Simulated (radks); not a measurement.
Coulomb parameter of the 4f shell of the thulium ion Tm2+ in the model configuration [Xe] 4f12 6p1, as a second difference U = [E(n + 1) + E(n - 1) - 2 E(n)] / (1)^2 with all orbitals relaxed. "Bare": the charge of the atom changes with n. "Screened": the 6p shell takes up the change at fixed total charge, which measures U(4f,4f) + U(6p,6p) - 2 U(4f,6p). Method: Dirac Kohn-Sham, BLYP, spin-unpolarised, spherical densities, finite nucleus; open shells are shared between the two j in proportion to 2j + 1; Fermi nuclear charge, rms radius 5.2256 fm; computed with a radial shooting solver on a logarithmic mesh with Libxc functionals.

| case | configuration | E - E(n) (eV) |
|---|---|---|
| start | [Xe] 4f12 6p1 | 0.000 |
| bare +1 | [Xe] 4f13 6p1 | -19.038 |
| bare -1 | [Xe] 4f11 6p1 | 37.366 |
| screened +1 | [Xe] 4f13 | -10.564 |
| screened -1 | [Xe] 4f11 6p2 | 19.684 |

U(bare) = 18.328 eV, U(screened by 6p) = 9.120 eV.
